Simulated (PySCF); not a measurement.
**C₆ coefficients of unlike pairs at UHF**

Calculated with PySCF 2.14 from the dipole response of each species, C₆(A,B) = (3/π) ∫ α_A(iu) α_B(iu) du, in atomic units, from isotropic polarisabilities. For ions this is the dispersion term alone; charge-induced terms of lower order in 1/R come first.

| species | configuration | basis | relativity | α (bohr³) | C₆ (like pair) |
| --- | --- | --- | --- | --- | --- |
| O⁺ | [He] 2s2 2p3 (4S) | aug-cc-pCVTZ-DK (7s6p4d2f) | spin-free X2C | 2.636 | 4.996 |
| Cl³⁺ | [Ne] 3s2 3p2 (3P) | aug-cc-pwCVTZ (8s7p5d3f) | none | 4.511 | 12.32 |
| Hf²⁺ | [Xe] 4f14 5d2 (3F) | def2-TZVPPD with the def2 core potential (60 electrons) (6s5p3d2f1g) | core potential | 13.64 | 68.72 |
| Si⁺ | [Ne] 3s2 3p1 (2P) | dyall-av3z (19s12p3d2f) | spin-free X2C | 19.39 | 103.8 |

Problem. Estimate C₆ for Si⁺ with Hf²⁺.

Solution. The integral gives 81.21. The combination rule 2 C_A C_B / (C_A α_B/α_A + C_B α_A/α_B) gives 83.55 and the geometric mean 84.45.

No spin-orbit coupling is included.

The other pairs:

```
      pair     C₆
   Si⁺, O⁺  20.12
  Cl³⁺, O⁺  7.780
Hf²⁺, Cl³⁺  28.79
 Si⁺, Cl³⁺  33.13
  Hf²⁺, O⁺  18.09
```
